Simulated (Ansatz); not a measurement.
Consider the ligand exchange at a Ga–S bond: `[SiH3]C[S][GaH2]` + H₂S → `[SH][GaH2]` + `[SiH3]CS`.

Program: Ansatz. Geometries: PBE0-D4/def2-TZVP. ΔE: electronic, gas phase. CCSD(T)/CBS adds triple-zeta CCSD(T) − MP2 to the extrapolated MP2 energy (def2 sets, frozen cores). This one scheme is used for every species. DFT in def2-TZVPP. For Ga outer-core shells are correlated without core-valence functions, which leaves a few kJ/mol of doubt a bond. Scalar relativity is left out up to krypton. Each species was taken in one conformer, which may not be the lowest.

(1) Is it downhill or uphill in electronic energy at CCSD(T)/CBS, and by how much? (Best estimate.)

(2) What do these levels give: r2SCANh-D4, ωB97M-V, revPBE, PBE0, r2SCANh, LC-ωPBE, CCSD/def2-SVP, MP2/def2-TZVPP, HF/def2-QZVPP, MP2/def2-QZVPP, HF/CBS(def2), CCSD/CBS(def2)? (An estimate is asked.)

Largest T1 diagnostic among the species: 0.013.

Answers

(1) Computed: Nearly level: ΔE = 0.00 eV.

(2) Ansatz gave: r2SCANh-D4 -0.04, ωB97M-V -0.04, revPBE -0.09, PBE0 -0.07, r2SCANh -0.05, LC-ωPBE -0.08, CCSD/def2-SVP -0.04, MP2/def2-TZVPP -0.01, HF/def2-QZVPP -0.13, MP2/def2-QZVPP 0.00, HF/CBS(def2) -0.13, CCSD/CBS(def2) -0.02 eV.

In def2-TZVPP, CCSD(T) changes the Hartree–Fock value by +0.11 eV (the triples alone add +0.02 eV) and MP2 by +0.12 eV. The D4 term adds +0.08 eV with B3LYP and +0.05 eV with PBE0; it sums over pairs of atoms, weighted by their polarisabilities, and B3LYP, whose exchange is more repulsive, gets the larger term.

B3LYP here is the variant with VWN-RPA as its local correlation; programs differ in this.
